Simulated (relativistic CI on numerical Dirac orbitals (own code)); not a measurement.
**Spin-allowed bands of a d7 ion in a tetrahedral site, by hand**

Problem. Take Δ = 8330 cm⁻¹ and B = 460 cm⁻¹ for a d7 ion in a tetrahedral site. Calculate the three spin-allowed bands.

Working.
1. The terms of highest spin are 4F (energy 0) and 4P (15B = 6900 cm⁻¹). Here the F term splits into A2 at −1.2Δ = -9996, T2 at −0.2Δ = -1666 and T1 at +0.6Δ = 4998 cm⁻¹.
2. The two T1 states mix through the element 0.4Δ: H = [[4998, 3332], [3332, 6900]], with roots ½(H₁₁ + H₂₂) ∓ ½√[(H₂₂ − H₁₁)² + 4H₁₂²] = ½(11898) ∓ ½(6930) = 2484 and 9414 cm⁻¹.
3. The ground term is 4A2 at -9996 cm⁻¹.
4. Bands: 4T2 8330 cm⁻¹ (1200 nm), 4T1(F) 12480 cm⁻¹ (801 nm), 4T1(P) 19410 cm⁻¹ (515 nm).

Check. Exact diagonalisation of the whole d7 shell with these parameters gives 4T2 8330, 4T1 12480, 4T1 19410 cm⁻¹. The match is exact, since without spin-orbit coupling no other term has this spin. The ratio of the second band to the first, 1.498, depends on Δ/B = 18.1 alone, which is how a Tanabe-Sugano diagram is read.
